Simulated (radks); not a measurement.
Problem. The table gives one normalised radial function P(r) = r R(r) of Re4+ in [Xe] 4f14 5d3 (r in bohr). Method: scalar-relativistic Kohn-Sham, exchange-only B88, spin-polarised, spherical densities, point nucleus; open shells are filled with parallel spins first (spin-orbit coupling, left out, can overturn this in heavy ions); computed with a radial shooting solver on a logarithmic mesh with Libxc functionals.

r,P
0.001362,0.0000
0.002097,0.0000
0.003205,0.0001
0.004936,0.0005
0.007543,0.0014
0.01162,0.0044
0.01775,0.0128
0.02713,0.0349
0.04179,0.0864
0.06386,0.1758
0.09836,0.2669
0.1503,0.2160
0.2315,-0.1020
0.3538,-0.4057
0.5449,-0.1689
0.8327,0.4883
1.283,0.8748
1.96,0.6684
3.019,0.2464
4.613,0.0350

Which n and l does it have? It may be an empty orbital.

Solution. n = 5, l = 2: the number of nodes gives n - l - 1 = 2, the rise at small r (about r^(l+1), flatter next to the nucleus through relativity) gives l, and the extent must fit the shell. The curve is that of 5d down; the table hardly tells the two spins apart. 5d down (empty): eigenvalue -42.899 eV, 2 radial nodes at r = 0.207, 0.614 bohr, <r> = 1.60 bohr, 90 % of the charge inside 2.41 bohr.
